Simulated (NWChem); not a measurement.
System: CCl2, singlet; SMILES Cl[C]Cl

NWChem input:

```
start job
memory heap 200 mb stack 900 mb global 1100 mb
geometry units angstroms noautoz
  Cl     1.421669     0.000000    -0.169289
  C      0.000000     0.000000     0.846797
  Cl    -1.421669     0.000000    -0.169289
end
basis spherical
  * library 6-31g*
end
dft
  xc xtpss03 ctpss03
  iterations 150
end
task dft gradient
```

Excerpt of the output:

```
             Northwest Computational Chemistry Package (NWChem) 7.3.0
             --------------------------------------------------------

 C2V symmetry detected

                             Geometry "geometry" -> ""
                             -------------------------

 Output coordinates in angstroms (scale by  1.889725989 to convert to a.u.)

  No.       Tag          Charge          X              Y              Z
 ---- ---------------- ---------- -------------- -------------- --------------
    1 Cl                  17.0000     1.42166900     0.00000000    -0.15241290
    2 C                    6.0000     0.00000000     0.00000000     0.86367310
    3 Cl                  17.0000    -1.42166900     0.00000000    -0.15241290

 Effective nuclear repulsion energy (a.u.)     115.5632039596

      Symmetry information
      --------------------

 Group name             C2v
 Group number             16
 Group order               4
 No. of unique centers     2

                                 NWChem DFT Module
                                 -----------------

 Summary of "ao basis" -> "ao basis" (spherical)
 ------------------------------------------------------------------------------
       Tag                 Description            Shells   Functions and Types
 ---------------- ------------------------------  ------  ---------------------
 Cl                          6-31g*                  8       18   4s3p1d
 C                           6-31g*                  6       14   3s2p1d

      Symmetry analysis of basis
      --------------------------

        a1         20
        a2          6
        b1         16
        b2          8

            General Information
            -------------------
          SCF calculation type: DFT
          Wavefunction type:  closed shell.
          No. of atoms     :     3
          No. of electrons :    40
           Alpha electrons :    20
            Beta electrons :    20
          Charge           :     0
          Spin multiplicity:     1
          Use of symmetry is: on ; symmetry adaption is: on
          Maximum number of iterations: 150
          AO basis - number of functions:    50
                     number of shells:    22
          Convergence on energy requested:  1.00D-06
          Convergence on density requested:  1.00D-05
          Convergence on gradient requested:  5.00D-04

              XC Information
              --------------
                  TPSS metaGGA Exchange Functional  1.000
             TPSS03 metaGGA Correlation Functional  1.000

             Grid Information
             ----------------
          Grid used for XC integration:  medium
          Radial quadrature: Mura-Knowles
          Angular quadrature: Lebedev.
          Tag              B.-S. Rad. Rad. Pts. Rad. Cut. Ang. Pts.
          ---              ---------- --------- --------- ---------
          Cl                  1.00       88           8.0       590
          C                   0.70       49           7.0       434
          Grid pruning is: on
          Number of quadrature shells:   137
          Spatial weights used:  Erf1

      Superposition of Atomic Density Guess
      -------------------------------------

 Sum of atomic energies:        -956.56141958

      Non-variational initial energy
      ------------------------------

 Total energy =    -956.981184
 1-e energy   =   -1551.032966
 2-e energy   =     478.488577
 HOMO         =      -0.245883
 LUMO         =      -0.045281

      Symmetry analysis of molecular orbitals - initial
      -------------------------------------------------

  Numbering of irreducible representations:

     1 a1          2 a2          3 b1          4 b2

  Orbital symmetries:

     1 b1          2 a1          3 a1          4 a1          5 b1
     6 a1          7 b1          8 a1          9 b1         10 b2
    11 a2         12 a1         13 b1         14 a1         15 b1
    16 a1         17 b2         18 a2         19 b1         20 a1
    21 b2         22 a1         23 b1         24 a1         25 b1
    26 b2         27 b1         28 a1         29 a1         30 a2

   convergence    iter        energy       DeltaE   RMS-Dens  Diis-err
 ---------------- ----- ----------------- --------- --------- ---------
 d= 0,ls=0.0,diis     1   -958.2947552285 -1.07D+03  4.10D-02  7.25D-01
 d= 0,ls=0.0,diis     2   -957.5786961760  7.16D-01  3.04D-02  6.11D+00
 d= 0,ls=0.0,diis     3   -958.3994092881 -8.21D-01  4.59D-03  2.11D-02
 d= 0,ls=0.0,diis     4   -958.4013940647 -1.98D-03  1.67D-03  8.32D-03
 d= 0,ls=0.0,diis     5   -958.4025928465 -1.20D-03  9.65D-05  1.57D-05
  Resetting Diis
 d= 0,ls=0.0,diis     6   -958.4025951066 -2.26D-06  1.94D-05  7.56D-07
 d= 0,ls=0.0,diis     7   -958.4025952097 -1.03D-07  7.97D-06  2.69D-08

         Total DFT energy =     -958.402595209737
      One electron energy =    -1551.027712090748
           Coulomb energy =      538.931148434720
    Exchange-Corr. energy =      -61.869235513335
 Nuclear repulsion energy =      115.563203959626

 Numeric. integr. density =       39.999997801598

                  Occupations of the irreducible representations
                  ----------------------------------------------

                     irrep           alpha         beta
                     --------     --------     --------
                     a1                9.0          9.0
                     a2                2.0          2.0
                     b1                7.0          7.0
                     b2                2.0          2.0

                       DFT Final Molecular Orbital Analysis
                       ------------------------------------

 Vector   18  Occ=2.000000D+00  E=-3.233872D-01  Symmetry=a2
              MO Center= -1.7D-14, -2.1D-16, -1.4D-01, r^2= 3.1D+00
   Bfn.  Coefficient  Atom+Function         Bfn.  Coefficient  Atom+Function
  ----- ------------  ---------------      ----- ------------  ---------------
     8      0.538974  1 Cl py                40     -0.538974  3 Cl py
    12      0.276569  1 Cl py                44     -0.276569  3 Cl py
     4     -0.209371  1 Cl py                36      0.209371  3 Cl py

 Vector   19  Occ=2.000000D+00  E=-2.981192D-01  Symmetry=b1
              MO Center=  1.9D-15, -1.0D-19, -1.2D-01, r^2= 3.3D+00
   Bfn.  Coefficient  Atom+Function         Bfn.  Coefficient  Atom+Function
  ----- ------------  ---------------      ----- ------------  ---------------
     7      0.425163  1 Cl px                39      0.425163  3 Cl px
     9      0.359138  1 Cl pz                41     -0.359138  3 Cl pz
    11      0.221226  1 Cl px                43      0.221226  3 Cl px
    13      0.186824  1 Cl pz                45     -0.186824  3 Cl pz
     3     -0.163232  1 Cl px                35     -0.163232  3 Cl px

 Vector   20  Occ=2.000000D+00  E=-2.344033D-01  Symmetry=a1
              MO Center= -4.8D-16,  6.0D-17,  6.3D-01, r^2= 2.4D+00
   Bfn.  Coefficient  Atom+Function         Bfn.  Coefficient  Atom+Function
  ----- ------------  ---------------      ----- ------------  ---------------
    24      0.520038  2 C  s                  9     -0.382921  1 Cl pz
    41     -0.382921  3 Cl pz                23      0.365246  2 C  pz
    27      0.238626  2 C  pz                20      0.236058  2 C  s
    13     -0.215085  1 Cl pz                45     -0.215085  3 Cl pz
     5      0.144976  1 Cl pz                37      0.144976  3 Cl pz

 Vector   21  Occ=0.000000D+00  E=-1.565873D-01  Symmetry=b2
              MO Center= -1.1D-14, -1.5D-15,  5.6D-01, r^2= 2.0D+00
   Bfn.  Coefficient  Atom+Function         Bfn.  Coefficient  Atom+Function
  ----- ------------  ---------------      ----- ------------  ---------------
    22      0.585429  2 C  py                26      0.504899  2 C  py
     8     -0.304123  1 Cl py                40     -0.304123  3 Cl py
    12     -0.219291  1 Cl py                44     -0.219291  3 Cl py
     4      0.113863  1 Cl py                36      0.113863  3 Cl py
    14     -0.046061  1 Cl d -2              46      0.046061  3 Cl d -2

 Vector   22  Occ=0.000000D+00  E=-3.678128D-02  Symmetry=a1
              MO Center= -4.0D-14,  7.7D-16,  1.4D-01, r^2= 3.1D+00
   Bfn.  Coefficient  Atom+Function         Bfn.  Coefficient  Atom+Function
  ----- ------------  ---------------      ----- ------------  ---------------
    24      1.141513  2 C  s                 27     -0.695510  2 C  pz
    11      0.558027  1 Cl px                43     -0.558027  3 Cl px
    10     -0.497971  1 Cl s                 42     -0.497971  3 Cl s
    23     -0.482017  2 C  pz                 7      0.318465  1 Cl px
    39     -0.318465  3 Cl px                13     -0.278780  1 Cl pz

 Vector   23  Occ=0.000000D+00  E= 1.919636D-02  Symmetry=b1
              MO Center=  2.8D-14,  7.5D-18,  3.0D-01, r^2= 3.0D+00
   Bfn.  Coefficient  Atom+Function         Bfn.  Coefficient  Atom+Function
  ----- ------------  ---------------      ----- ------------  ---------------
    25      0.932264  2 C  px                21      0.607434  2 C  px
    10     -0.509697  1 Cl s                 42      0.509697  3 Cl s
    11      0.474576  1 Cl px                43      0.474576  3 Cl px
    13     -0.465122  1 Cl pz                45      0.465122  3 Cl pz
     9     -0.225593  1 Cl pz                41      0.225593  3 Cl pz

     Multipole analysis of the density
     ---------------------------------

[...]

                         DFT ENERGY GRADIENTS

    atom               coordinates                        gradient
                 x          y          z           x          y          z
   1 Cl      2.686565   0.000000  -0.288019   -0.005923   0.000000   0.003002
   2 C       0.000000   0.000000   1.632106    0.000000   0.000000  -0.006005
   3 Cl     -2.686565   0.000000  -0.288019    0.005923  -0.000000   0.003002
```

Level: TPSS/6-31G* (spherical d). Low-valent species are run as closed-shell singlets; no triplet was tried in these runs. Structure relaxed at the PBE-D3(BJ)/def2-SVP level.
